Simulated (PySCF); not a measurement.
# ECD: `FC1=C=CCCCCCC1`, C₉H₁₃F

Molfile (atoms numbered from 1):
```
C9H13F
     RDKit          3D

 23 23  0  0  0  0  0  0  0  0999 V2000
    1.2378   -3.4628   -0.2350 F   0  0  0  0  0  0  0  0  0  0  0  0
    0.7688   -2.5375    0.6243 C   0  0  0  0  0  0  0  0  0  0  0  0
    1.4387   -1.4349    0.8609 C   0  0  0  0  0  0  0  0  0  0  0  0
    1.9291   -0.2437    1.1068 C   0  0  0  0  0  0  0  0  0  0  0  0
    1.5574    0.9938    0.3205 C   0  0  0  0  0  0  0  0  0  0  0  0
    0.0948    1.4347    0.4618 C   0  0  0  0  0  0  0  0  0  0  0  0
   -0.9371    0.3763    0.0503 C   0  0  0  0  0  0  0  0  0  0  0  0
   -1.4969   -0.4845    1.1983 C   0  0  0  0  0  0  0  0  0  0  0  0
   -1.7197   -1.9640    0.8575 C   0  0  0  0  0  0  0  0  0  0  0  0
   -0.5575   -2.8877    1.2389 C   0  0  0  0  0  0  0  0  0  0  0  0
    2.6392   -0.1246    1.9377 H   0  0  0  0  0  0  0  0  0  0  0  0
    2.2158    1.8225    0.6230 H   0  0  0  0  0  0  0  0  0  0  0  0
    1.7634    0.8086   -0.7472 H   0  0  0  0  0  0  0  0  0  0  0  0
   -0.0303    2.3359   -0.1602 H   0  0  0  0  0  0  0  0  0  0  0  0
   -0.1000    1.7597    1.4988 H   0  0  0  0  0  0  0  0  0  0  0  0
   -0.4898   -0.2731   -0.7197 H   0  0  0  0  0  0  0  0  0  0  0  0
   -1.7821    0.8759   -0.4509 H   0  0  0  0  0  0  0  0  0  0  0  0
   -0.8308   -0.4180    2.0745 H   0  0  0  0  0  0  0  0  0  0  0  0
   -2.4516   -0.0450    1.5294 H   0  0  0  0  0  0  0  0  0  0  0  0
   -1.9400   -2.0681   -0.2188 H   0  0  0  0  0  0  0  0  0  0  0  0
   -2.6130   -2.3372    1.3837 H   0  0  0  0  0  0  0  0  0  0  0  0
   -0.7852   -3.9238    0.9448 H   0  0  0  0  0  0  0  0  0  0  0  0
   -0.4526   -2.8883    2.3367 H   0  0  0  0  0  0  0  0  0  0  0  0
  1  2  1  0
  2  3  2  0
  3  4  2  0
  4  5  1  0
  5  6  1  0
  6  7  1  0
  7  8  1  0
  8  9  1  0
  9 10  1  0
 10  2  1  0
  4 11  1  0
  5 12  1  0
  5 13  1  0
  6 14  1  0
  6 15  1  0
  7 16  1  0
  7 17  1  0
  8 18  1  0
  8 19  1  0
  9 20  1  0
  9 21  1  0
 10 22  1  0
 10 23  1  0
M  END
```

Level of theory: TDDFT CAM-B3LYP/def2-SVPD circular dichroism and optical rotation, one conformer, gas phase (PySCF 2.14.0). Geometry: PBE0-D3(BJ)/def2-SVP.

States above about 8.2 eV (minus the energy of the highest occupied orbital) lie near or above the ionisation threshold and depend on the basis. No stereocentre is labelled: unless the shape is locked (an allene, a helicene, a hindered biaryl), the mirror image is equally populated and a measured rotation or CD is zero.

Task: Which excitations and rotatory strengths does the calculation give?

Result: Rotatory strengths R in 10⁻⁴⁰ esu² cm², velocity form and length form (origin at the centre of mass); f in length form.
```
state  E (eV)  λ (nm)       f  R (velocity)  R (length)                                    main
    1    4.75     261  0.0004          -0.1        -0.6                          HOMO→LUMO 0.91
    2    6.34     195  0.0004          +5.0        +4.6  HOMO−1→LUMO+1 0.69, HOMO−1→LUMO+5 0.17
    3    6.54     189   0.030         +22.9       +21.5      HOMO−1→LUMO 0.61, HOMO→LUMO+1 0.31
    4    6.74     184   0.334         -82.3       -86.1      HOMO→LUMO+1 0.47, HOMO−1→LUMO 0.29
    5    6.99     177   0.207         +77.0       +79.2      HOMO→LUMO+2 0.47, HOMO→LUMO+4 0.13
    6    7.48     166   0.014         -10.0       -10.1      HOMO→LUMO+4 0.38, HOMO→LUMO+3 0.34
    7    7.59     163   0.067          -0.9        +4.8  HOMO−1→LUMO+2 0.53, HOMO−1→LUMO+3 0.17
    8    7.72     161   0.015          -5.8        -5.5      HOMO→LUMO+3 0.34, HOMO→LUMO+2 0.21
    9    7.85     158   0.023         +14.1       +12.9      HOMO→LUMO+5 0.52, HOMO→LUMO+6 0.13
   10    8.13     153   0.009          +2.9        +2.7      HOMO−2→LUMO 0.56, HOMO−4→LUMO 0.17
   11    8.20     151   0.007         +15.5       +15.1  HOMO−1→LUMO+3 0.51, HOMO−1→LUMO+4 0.16
   12    8.26     150   0.027         -18.8       -18.6      HOMO−3→LUMO 0.48, HOMO→LUMO+6 0.22
```

For state 7 the two forms differ in sign, so the sign of R isn't settled.

Among the states computed, the strongest CD band (largest |R|) is state 4. The largest dissymmetry factor in size, g = 4R/(D+G), with D and G the electric and magnetic dipole strengths, is +0.12 for state 2 (velocity form, f = 0.0004), among bands with |R| over 0.5. The mirror image has the same energies and oscillator strengths and all R with the opposite sign.
